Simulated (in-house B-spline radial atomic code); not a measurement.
Inner levels of mercury as electrons are removed. A shift is the extra binding of the orbital against the neutral atom ([Xe] 4f14 5d10 6s2). The density at the nucleus is averaged over the nuclear charge. Computed with a radial B-spline atomic code at the basis-set limit: Dirac-Hartree-Fock, average of the configuration, finite nuclei.

| ion | configuration | shift of 1s1/2 (eV) | shift of 2p1/2 (eV) | shift of 4p3/2 (eV) | radius of 1s1/2 (bohr) | radius of 2p1/2 (bohr) | radius of 4p3/2 (bohr) | Σ<r²> (bohr²) | change of density at nucleus (bohr⁻³) |
| --- | --- | --- | --- | --- | --- | --- | --- | --- | --- |
| Hg | [Xe] 4f14 5d10 6s2 | 0 | 0 | 0 | 0.016591 | 0.057 | 0.43398 | 62.178 | - |
| Hg+ | [Xe] 4f14 5d10 6s1 | 8.8637 | 8.8126 | 8.8265 | 0.016591 | 0.057 | 0.43397 | 50.256 | -110.24 |
| Hg2+ | [Xe] 4f14 5d10 | 18.961 | 18.836 | 18.849 | 0.016591 | 0.057 | 0.43395 | 41.512 | -273.23 |
| Hg3+ | [Xe] 4f14 5d9 | 34.582 | 34.511 | 34.427 | 0.016591 | 0.057 | 0.43393 | 37.269 | -247.23 |
| Hg4+ | [Xe] 4f14 5d8 | 51.592 | 51.58 | 51.307 | 0.016591 | 0.057 | 0.43391 | 33.716 | -213.5 |
| Hg5+ | [Xe] 4f14 5d7 | 69.852 | 69.903 | 69.339 | 0.016591 | 0.057 | 0.43387 | 30.645 | -172.4 |
| Hg6+ | [Xe] 4f14 5d6 | 89.267 | 89.381 | 88.413 | 0.016591 | 0.056999 | 0.43381 | 27.931 | -124.18 |
| Hg7+ | [Xe] 4f14 5d5 | ? | ? | ? | ? | ? | ? | ? | ? |
| Hg8+ | [Xe] 4f14 5d4 | 131.29 | 131.53 | 129.38 | 0.016591 | 0.056999 | 0.43365 | 23.285 | -7.67 |
| Hg9+ | [Xe] 4f14 5d3 | ? | ? | ? | ? | ? | ? | ? | ? |
| Hg10+ | [Xe] 4f14 5d2 | 177.27 | 177.61 | 173.73 | 0.016591 | 0.056998 | 0.43342 | 19.389 | 134.13 |
| Hg11+ | [Xe] 4f14 5d1 | 201.65 | 202.05 | 197.08 | 0.016591 | 0.056997 | 0.43327 | 17.652 | 214.12 |
| Hg12+ | [Xe] 4f14 | 226.94 | 227.37 | 221.17 | 0.016591 | 0.056996 | 0.4331 | 16.032 | 299.93 |
| Hg13+ | [Kr] 4d10 4f14 5s2 5p5 | 257.12 | 256.7 | 248.53 | 0.016591 | 0.056995 | 0.43338 | 14.818 | 383.64 |
| Hg14+ | [Kr] 4d10 4f14 5s2 5p4 | 288.09 | 286.75 | 276.44 | 0.016591 | 0.056994 | 0.43313 | 13.659 | 469.68 |
| Hg15+ | [Kr] 4d10 4f14 5s2 5p3 | 319.84 | 317.52 | 304.9 | 0.01659 | 0.056992 | 0.43285 | 12.549 | 558.03 |
| Hg16+ | [Kr] 4d10 4f14 5s2 5p2 | 352.36 | 349 | 333.88 | 0.01659 | 0.056991 | 0.43254 | 11.484 | 648.65 |
| Hg17+ | [Kr] 4d10 4f14 5s2 5p1 | ? | ? | ? | ? | ? | ? | ? | ? |
| Hg18+ | [Kr] 4d10 4f14 5s2 | 419.68 | 414.05 | 393.39 | 0.01659 | 0.056987 | 0.43185 | 9.4788 | 836.6 |
| Hg19+ | [Kr] 4d10 4f13 5s2 | 467.64 | 462.85 | 437.61 | 0.01659 | 0.05699 | 0.42983 | 9.0187 | 1113.81 |
| Hg20+ | [Kr] 4d10 4f13 5s1 | 504.95 | 498.98 | 470.52 | 0.01659 | 0.056988 | 0.42915 | 8.2179 | -835.45 |
| Hg21+ | [Kr] 4d10 4f13 | 542.97 | 535.77 | 503.9 | 0.01659 | 0.056985 | 0.42846 | 7.443 | -2878.97 |

**Question.** Fill in the row of Hg7+.

**Answer.** shift of 1s1/2 (eV): 109.77; shift of 2p1/2 (eV): 109.94; shift of 4p3/2 (eV): 108.45; radius of 1s1/2 (bohr): 0.016591; radius of 2p1/2 (bohr): 0.056999; radius of 4p3/2 (bohr): 0.43374; Σ<r²> (bohr²): 25.496; change of density at nucleus (bohr⁻³): -69.22.

**Question.** Fill in the row of Hg9+.

**Answer.** shift of 1s1/2 (eV): 153.8; shift of 2p1/2 (eV): 154.1; shift of 4p3/2 (eV): 151.15; radius of 1s1/2 (bohr): 0.016591; radius of 2p1/2 (bohr): 0.056998; radius of 4p3/2 (bohr): 0.43354; Σ<r²> (bohr²): 21.259; change of density at nucleus (bohr⁻³): 60.17.

**Question.** Fill in the row of Hg17+.

**Answer.** shift of 1s1/2 (eV): 385.64; shift of 2p1/2 (eV): 381.18; shift of 4p3/2 (eV): 363.38; radius of 1s1/2 (bohr): 0.01659; radius of 2p1/2 (bohr): 0.056989; radius of 4p3/2 (bohr): 0.43221; Σ<r²> (bohr²): 10.462; change of density at nucleus (bohr⁻³): 741.52.
